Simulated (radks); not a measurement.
The numbers below are computed, except where a source is named.
Problem. Dipole-allowed excitations along the series with 2 electrons in [He]. Level of theory: scalar-relativistic Kohn-Sham, LDA (Slater exchange, VWN5 correlation), spin-unpolarised, spherical densities, finite nucleus; Fermi nuclear charge, rms radius of each element as measured or else 0.836 A^(1/3) + 0.57 fm (a radial shooting solver on a logarithmic mesh with Libxc functionals). Time-dependent linear response with the Hartree and adiabatic LDA kernel, continuum included through the Sternheimer equations, no spin-orbit coupling, so fine structure and intercombination lines are absent. Lines are the poles of the dipole polarisability below minus the highest occupied eigenvalue, found on a grid refined at the orbital gaps; the lowest seven at most are given, and weak or close lines can be missed. The first line takes the name of the lowest orbital gap if no other gap lies below it; otherwise a line is named after a gap within 0.6 % of it, if that gap stands alone.

| species | -e(HOMO) (eV) | lowest orbital gap (eV) | first line (eV) | f | static alpha (bohr^3) |
|---|---|---|---|---|---|
| O6+ | 687.81 | 1s-2p 553.08 | 554.44 (1s-2p) | 0.627 | 0.002751 |
| F7+ | 895.27 | 1s-2p 714.04 | 715.77 (1s-2p) | 0.650 | 0.001671 |
| Mg10+ | 1681.9 | 1s-2p 1320.3 | 1323.3 (1s-2p) | 0.696 | 0.0005006 |
| Al11+ | 1999.1 | 1s-2p 1563.6 | 1567.2 (1s-2p) | 0.706 | 0.0003587 |

Estimate the first line of Ne8+, its oscillator strength and the static polarisability.

Solution. 897.66 eV (1s-2p), f = 0.669, alpha = 0.001073 bohr^3.
